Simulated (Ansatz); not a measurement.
Species: CsCl, net charge -1, doublet state. SMILES of the parent species: [Cs][Cl]

Atoms: Cs1, Cl2. Bonds: Cs1-Cl2.

Bond lengths (Å) and angles (degrees) optimised at HF/6-31G* with LANL2DZ past Ar with Ansatz (a program for electronic structure); PBE/6-31G* with LANL2DZ past Ar with Ansatz; B3LYP/LANL2DZ with Ansatz; MP2/6-31G* with LANL2DZ past Ar with Ansatz, each started from the B3LYP-D3(BJ)/def2-TZVP structure (Ansatz) of the last column. A row stands for all coordinates that are equal there. 6-31G* holds six Cartesian d functions.

```json
[
 {"coordinate": "Cs1-Cl2", "HF/6-31G* with LANL2DZ past Ar": "3.383", "PBE/6-31G* with LANL2DZ past Ar": "3.335", "B3LYP/LANL2DZ": "3.343", "MP2/6-31G* with LANL2DZ past Ar": "3.385", "B3LYP-D3(BJ)/def2-TZVP": "3.118"}
]
```

Mean signed difference of all 1 bond lengths from B3LYP-D3(BJ)/def2-TZVP: HF/6-31G* with LANL2DZ past Ar 0.265 Å, PBE/6-31G* with LANL2DZ past Ar 0.218 Å, B3LYP/LANL2DZ 0.226 Å, MP2/6-31G* with LANL2DZ past Ar 0.268 Å.
